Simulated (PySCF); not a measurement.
Nb⁺: excitation energy

Nb⁺ [Kr] 4d4 (5D) → Nb⁺ [Kr] 4d3 5s1 (5F), as a difference of total energies. All numbers are calculated (PySCF 2.14, a scalar-relativistic core potential, in def2-QZVPPD with the def2 core potential (28 electrons)). Correlated levels: valence and next inner shell: nothing frozen outside the core potential. The calculations carry no spin-orbit coupling.

| method | excitation energy (eV) |
| --- | --- |
| UHF | 0.024 |
| MP2 (valence and next inner shell) | 0.241 |
| SCS-MP2 (valence and next inner shell) | 0.147 |
| CCSD (valence and next inner shell) | 0.183 |
| CCSD(T) (valence and next inner shell) | 0.187 |

Q: How much does correlation contribute at CCSD(T) (valence and next inner shell)?

A: 0.187 − (0.024) = 0.163 eV, measured against UHF.

Errors of the correlated levels include the incompleteness of this basis.

For comparison: 0.326 eV (measured; NIST levels, between the centres of gravity of the two terms).
